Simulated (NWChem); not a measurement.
# C₄H₅N₂ cation; SMILES c1cnc[nH+]c1

Q: Give the equilibrium geometry at PBE0/def2-SVP (NWChem) as an XYZ file, with the point group.

A: point group Cs; any orientation.
```
11

C      1.3419    -0.3474     0.0000
C      0.3477    -1.3333     0.0000
N     -0.9541    -1.0404     0.0000
C     -1.3059     0.2180     0.0000
N     -0.3985     1.2170     0.0000
C      0.9252     0.9686     0.0000
H      2.4042    -0.5977     0.0000
H      0.6105    -2.3972     0.0000
H     -2.3642     0.5016     0.0000
H     -0.7289     2.1844     0.0000
H      1.6001     1.8279     0.0000
```
